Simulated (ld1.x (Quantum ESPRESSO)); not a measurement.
Varying the ultrasoft potential for Dy (Z = 66)

Base potential:

- Element: dysprosium
- Generator: ld1.x (Quantum ESPRESSO) 7.5
- Type: ultrasoft
- Functional: PBE
- Relativity: non-relativistic
- Frozen core: [Kr] 4d10
- Valence charge: 20
- Reference configuration: 4f10 5s2 5p6 5d0 6s1.5 6p0.5
- Partial waves: 5s (bound): rcut 2.10, rcutus 2.30 bohr; 6s (bound): rcut 2.10, rcutus 2.30 bohr; 5p (bound): rcut 2.40, rcutus 2.75 bohr; 6p (bound): rcut 2.40, rcutus 2.75 bohr; 5d (bound, empty): rcut 2.65, rcutus 3.00 bohr; 5d channel at 0.7 Ry: rcut 2.65, rcutus 3.00 bohr; 4f (bound): rcut 0.65, rcutus 0.90 bohr; 4f channel at 3.15 Ry: rcut 0.65, rcutus 0.90 bohr
- Local potential: all-electron potential smoothed inside 2.50 bohr (lloc = -1)
- Core correction: none
- Augmentation charge: built from norm-conserving waves at rcut, not smoothed further

All-electron outer shells of the reference configuration (PBE, non-relativistic, ld1.x):

| shell | level (eV) | outermost node (bohr) | outermost maximum (bohr) |
| --- | --- | --- | --- |
| 4p | -275.87 | 0.29 | 0.53 |
| 4d | -155.47 | 0.26 | 0.53 |
| 5s | -42.64 | 0.67 | 1.25 |
| 5p | -25.07 | 0.70 | 1.36 |
| 4f | -7.60 | – | 0.53 |
| 6s | -3.82 | 1.70 | 3.71 |
| 5d | -2.33 | 0.76 | 2.01 |
| 6p | -1.60 | 1.98 | 4.82 |

Cutoffs, loose and tight: the cutoffs (Ry, on a coarse ladder) from which the occupation-weighted sum of valence levels, in a spherical-Bessel basis at the reference potential, stays within 10 and 1 mRy of its value at 400 Ry. They do not see the model core or the augmentation charge, which bear on the density cutoff. Test errors are all-electron minus pseudo excitation energies from the reference, over the configurations 4f10 5s2 5p6 5d0 6s2 6p0; 4f10 5s2 5p6 5d0 6s1 6p0; 4f10 5s2 5p6 5d0 6s0 6p0; 4f9 5s2 5p6 5d1 6s2 6p0; 4f8 5s2 5p6 5d0 6s0 6p0; 4f10 5s1 5p6 5d0 6s2 6p0; 4f10 5s2 5p6 5d0 6s1 6p1. A dash means not determined; rows that change the core or the reference have their own tests. The largest error is taken over the tests solved by every variant that gives reliable tests at all: 4f10 5s2 5p6 5d0 6s0 6p0; 4f10 5s2 5p6 5d0 6s1 6p0; 4f10 5s2 5p6 5d0 6s2 6p0.

Cutoffs are not given where the Bessel-basis levels miss the radial ones by over 6 mRy, ghosts where they miss by over 20 mRy; a channel whose overlap is not positive is not tested.

A file whose overlap is not positive is unfit for use, and its test errors describe a broken file.

| change | outcome | bound ghosts | largest test error (meV) |
| --- | --- | --- | --- |
| base | generated, overlap not positive | not determined (overlap not positive) | +2383 |
| waves 4f (bound): rcut 0.65, rcutus 1.16 bohr; 4f channel at 3.15 Ry: rcut 0.65, rcutus 1.16 bohr | generated, overlap not positive | not determined (overlap not positive) | +2383 |
| core [Kr] 4d10 5s2, valence charge 18; reference 4f10 5p6 5d0 6s2 6p0; waves now 6s (bound): rcut 2.05, rcutus 2.75 bohr; 6s channel at 0.9 Ry: rcut 2.05, rcutus 2.75 bohr; 5p (bound): rcut 2.10, rcutus 2.45 bohr; 6p (bound): rcut 2.10, rcutus 2.45 bohr; 5d (bound): rcut 2.95, rcutus 3.60 bohr; 5d channel at 0.7 Ry: rcut 2.95, rcutus 3.60 bohr; 4f (bound): rcut 0.90, rcutus 1.10 bohr; 4f channel at 3.15 Ry: rcut 0.90, rcutus 1.10 bohr; local potential all-electron potential smoothed inside 1.90 bohr (lloc = -1); core correction Bessel-smoothed model core inside 0.75 bohr | failed: chargeps: negative rho | – | – |
| scalar-relativistic | failed: chargeps: negative rho | – | – |

(1) What comes out with this change to the base: waves 5s (bound): rcut 2.10, rcutus 2.88 bohr; 6s (bound): rcut 2.10, rcutus 2.88 bohr?

(2) What comes out with this change to the base: type TM; waves now 5s (bound): rc 2.30 bohr; 5p (bound): rc 2.75 bohr; 4f (bound): rc 0.90 bohr; 5d (bound): rc 3.00 bohr; local potential the d channel?

## Answers

(1) outcome: generated, overlap not positive; bound ghosts: not determined (overlap not positive); largest test error (meV): +1689. A file whose overlap is not positive is unfit for use, and its test errors describe a broken file.

(2) outcome: failed: run_pseudo: Errors in PS-KS equation. Cause: the pseudo-atom solver did not find the valence states with the expected number of nodes, which is the usual sign of a ghost state.
